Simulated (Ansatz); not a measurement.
Molecule: C2HClF2, charge 0, multiplicity 1. SMILES: FC(F)=CCl
Coordinates optimised at B3LYP-D3(BJ)/def2-TZVP (Ansatz, a quantum-chemistry and plane-wave program):
```xyz
6

C      0.4934    -0.5969     0.0116
C     -0.7993    -0.3316     0.0744
F     -1.7238    -1.2674     0.2000
F     -1.3440     0.8633     0.0232
Cl     1.6824     0.6366    -0.1521
H      0.8441    -1.6141     0.0623
```

Wanted: atomisation energy, in kcal/mol. Terms: atomisation electronic, to ground-state atoms; frozen cores in correlated levels; no dispersion term unless named; open shells spin-unrestricted; no spin-orbit coupling; non-relativistic. CBS marks a two-point X^-3 extrapolation of the correlation energy; Hartree-Fock from the larger set. First-principles rows: single points at B3LYP-D3(BJ) geometries (Ansatz).

```tsv
species	coefficient	E at B3LYP/STO-3G (Ansatz), Eh	E at PBE0/def2-TZVPD (Ansatz), Eh
FC(F)=CCl	-1	-727.77217	-736.36506
C atom	+2	-37.35240	-37.80543
Cl atom	+1	-455.11819	-459.99797
F atom	+2	-98.26898	-99.67703
H atom	+1	-0.46753	-0.50104
```

Coupled cluster (Ansatz) is a level with limits of its own, used here on species with T1 under 0.025 (0.045 for open shells) and stable references: CCSD(T)/CBS(cc-pV(T+d)Z,cc-pV(Q+d)Z). Value to compare with, CCSD(T)/CBS(cc-pV(T+d)Z,cc-pV(Q+d)Z) (Ansatz): 557.4 kcal/mol. 1 Eh = 627.5095 kcal/mol.

### Question
Work the quantity out at each level, and compare with CCSD(T)/CBS(cc-pV(T+d)Z,cc-pV(Q+d)Z) (Ansatz).

### Answer

- B3LYP/STO-3G: the sum of coefficient times E is 0.94369 Eh, or 592.17 kcal/mol. Result: 592.2 kcal/mol. Its difference against CCSD(T)/CBS(cc-pV(T+d)Z,cc-pV(Q+d)Z) (Ansatz) is 34.8 kcal/mol.
- PBE0/def2-TZVPD: the sum of coefficient times E is 0.90113 Eh, or 565.47 kcal/mol. Result: 565.5 kcal/mol. Its difference against CCSD(T)/CBS(cc-pV(T+d)Z,cc-pV(Q+d)Z) (Ansatz) is 8.1 kcal/mol.
